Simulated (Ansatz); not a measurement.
Harmonic frequencies (cm⁻¹) at PBE0-D4/def2-TZVP from Ansatz: 12, 26, 86, 162, 378, 574, 726, 733, 955, 957, 982, 1133, 2225, 2226, 2227.

Each molecule was computed in one conformer, which needn't be the lowest.

Task: Which molecule is it?
A. `[SiH3]O[B]Br`•
B. `[SiH3][O][Al][Br]`•
C. `OB(O)[Te]`•
D. `C[Si](O)F`•

Result: B.
